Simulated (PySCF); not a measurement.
## Computed NMR parameters against published values

Bonds (- single, = double, # triple, : aromatic): C1-N2, N2-C3, N2-C4, C4=O5, C4-N6, N6-C7, N6-C8. C1 carries H9, H10, H11; C3 carries H12, H13, H14; C7 carries H15, H16, H17; C8 carries H18, H19, H20.

Computational details: geometry from PBE0-D3(BJ)/def2-SVP, GIAO PBE0/pcSseg-1 shieldings, in PySCF (no solvent, relativity neglected, one averaged value for each set of equivalent atoms, one computed conformer).

Reference values: measured (solution, Acetone; M. Witanowski et al., J. Mol. Struct. 476 (1999) 133).
```csv
atoms,quantity,reference,computed,"computed, scaled"
N2/N6,δ ¹⁵N vs neat liquid CH3NO2,-318.3,–,-317.1
```

Reference values: measured (solution, Dioxane; M. Witanowski et al., J. Mol. Struct. 476 (1999) 133).
```tsv
atoms	quantity	reference	computed	computed, scaled
N2/N6	δ ¹⁵N vs neat liquid CH3NO2	-318.6	–	-317.1
```

Reference values: measured (solution, H2O; M. Witanowski et al., J. Mol. Struct. 476 (1999) 133).
| atoms | quantity | reference | computed | computed, scaled |
| --- | --- | --- | --- | --- |
| N2/N6 | δ ¹⁵N vs neat liquid CH3NO2 | -312.3 | – | -317.1 |

Reference values: measured (solution, Cyclohexane; M. Witanowski et al., J. Mol. Struct. 476 (1999) 133).
```tsv
atoms	quantity	reference	computed	computed, scaled
N2/N6	δ ¹⁵N vs neat liquid CH3NO2	-319.6	–	-317.1
```

Reference values: measured (solution, Et2O; M. Witanowski et al., J. Mol. Struct. 476 (1999) 133).
| atoms | quantity | reference | computed | computed, scaled |
| --- | --- | --- | --- | --- |
| N2/N6 | δ ¹⁵N vs neat liquid CH3NO2 | -319.6 | – | -317.1 |

Reference values: measured (solution, CCl4; M. Witanowski et al., J. Mol. Struct. 476 (1999) 133).
| atoms | quantity | reference | computed | computed, scaled |
| --- | --- | --- | --- | --- |
| N2/N6 | δ ¹⁵N vs neat liquid CH3NO2 | -318.6 | – | -317.1 |

Computed shifts are σ(ref) − σ with the named reference compound (TMS for H and C) calculated as an isolated molecule at the same level. The measured values may be among those fitted. Shieldings were converted by a linear fit to measured shifts: ¹⁵N: δ = -150.47 − 0.916σ (rms 7.2 ppm, 77 shifts vs CH3NO2, solution or neat liquid). Occasional misses reach two or three times the rms, and more in compound classes unlike the fitted ones.

6 of the 13 published NMR values on file for this molecule are compared. The rest: values from further sources.
